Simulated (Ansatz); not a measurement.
System: AsH5, charge 0, multiplicity 1. 
Geometry from a B3LYP-D3(BJ)/def2-TZVP (Ansatz, a program for electronic structure) optimisation:
SMILES: [AsH5]
```xyz
6

As     0.0000     0.0000     0.0000
H      0.0069    -0.0006     1.6054
H     -0.0069     0.0006    -1.6054
H      1.5317     0.0008    -0.0066
H     -0.7666     1.3261     0.0038
H     -0.7651    -1.3269     0.0028
```
Charge 0, spin multiplicity 1.

Property: vertical triplet-singlet gap (E(triplet) - E(singlet); each state is the SCF solution reached for its spin; the molecule has degenerate orbitals, so one determinant may break the symmetry), in kcal/mol. Correlated levels leave the core frozen unless marked. UHF or UKS for open shells. Spin-orbit coupling is left out. The frozen core is the preceding noble-gas configuration, with the filled d and f shells of earlier blocks. No relativistic terms. CBS(X,Y): correlation extrapolated as X^-3; Hartree-Fock from the larger set. [CCSD(T)-MP2]/basis is that difference in the basis named.

```
level                                                          program  vertical triplet-singlet gap (kcal/mol)  minus last row
-------------------------------------------------------------  -------  ---------------------------------------  --------------
r2SCAN/def2-TZVPD                                               Ansatz                                     76.1           -12.0
PBE0/def2-TZVPD                                                 Ansatz                                     80.2            -7.9
MP2/aug-cc-pVDZ                                                 Ansatz                                     84.6            -3.5
MP2/aug-cc-pVTZ                                                 Ansatz                                     87.9            -0.2
CCSD/def2-SVPD                                                  Ansatz                                     91.4             3.3
RI-MP2/CBS(aug-cc-pVTZ,aug-cc-pVQZ)+[CCSD(T)-MP2]/aug-cc-pVDZ   Ansatz                                     88.9             0.8
RI-MP2/CBS(aug-cc-pVTZ,aug-cc-pVQZ)+[CCSD(T)-MP2]/aug-cc-pVTZ   Ansatz                                     88.1             0.0
```
